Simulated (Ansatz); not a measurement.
The cluster Ge₃O₉H₆ (the lowest singlet isomer of a short search). Charge 0, multiplicity 1. Geometry PBE-D4/def2-SVP, basis def2-TZVP, Ansatz.

```xyz
18

Ge    0.9233   -1.9670   -0.2325
Ge   -0.8541    1.0802    1.5342
Ge    1.4331    1.6296   -0.6739
O     2.4366   -1.0549   -1.4780
O    -1.6280    0.8924    2.9886
O     1.1174   -0.3567   -1.4740
O    -1.6326    1.9606    0.0706
O    -1.6135   -0.7571    0.6102
O     3.1675    0.9192   -0.2234
O    -2.9384    1.3434   -0.1640
O     0.2347   -3.0317   -1.5078
O     0.8383    1.1135    1.0553
H    -2.0012   -1.1502    1.4238
H    -3.5138    1.8425    0.4579
H     3.1380    0.7352    0.7405
H     0.2835   -2.6398   -2.4026
H     2.9845   -0.3028   -0.9034
H    -2.3754   -0.2565    0.1783
```

```json
{"run": "A", "HOMO (eV)": "-6.63", "LUMO (eV)": "-2.41"}
{"run": "B", "HOMO (eV)": "-6.29", "LUMO (eV)": "-2.71"}
{"run": "C", "HOMO (eV)": "-7.48", "LUMO (eV)": "-1.94"}
{"run": "D", "HOMO (eV)": "-6.63", "LUMO (eV)": "-2.54"}
{"run": "E", "HOMO (eV)": "-7.65", "LUMO (eV)": "-1.67"}
```

B3LYP takes the VWN-RPA correlation. The structure holds 2 bonds between oxygen atoms, so isomers without such links may lie far lower. The structure comes from a short search, and lower isomers may exist.

Q: The runs used B3LYP, B97M-V, PBE, PBE0, r2SCAN. Estimate which is which.

A: A B97M-V (0 % exact exchange); B PBE (0 % exact exchange); C B3LYP (20 % exact exchange); D r2SCAN (0 % exact exchange); E PBE0 (25 % exact exchange). Exact exchange lowers occupied and raises empty levels; among semilocal functionals meta-GGAs tend to open the gap a little, and such runs are hard to tell apart. The gap grows from 3.58 eV (PBE) to 5.98 eV (PBE0).
